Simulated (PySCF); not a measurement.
How methods differ on the excitation energy of Ar²⁺

Ar²⁺ [Ne] 3s2 3p4 (3P) → Ar²⁺ [Ne] 3s2 3p3 4s1 (5S), as a difference of total energies. Computed with PySCF 2.14 in aug-cc-pV(T+d)Z, with the non-relativistic Hamiltonian (point nucleus). Correlated levels: valence: [Ne] frozen. The calculations carry no spin-orbit coupling.

| method | excitation energy (eV) |
| --- | --- |
| UHF | 20.977 |
| LDA | 21.553 |
| PBE | 21.538 |
| PBE0 | 21.686 |
| r2SCAN | 22.001 |
| M06-2X | 21.974 |
| wB97X | 22.258 |
| HSE06 | 21.667 |
| r2SCAN0 | 21.947 |
| MP2 (valence) | 21.299 |
| SCS-MP2 (valence) | 21.543 |

Q: How much does correlation contribute at MP2 (valence)?

A: 21.299 − (20.977) = 0.322 eV, measured against UHF.

A first-order spin-orbit estimate (lowest level to lowest level, LS coupling) adds 0.062 eV.

The promoted electron is Rydberg-like, and one or two diffuse shells describe it only roughly, which tends to raise the upper state.
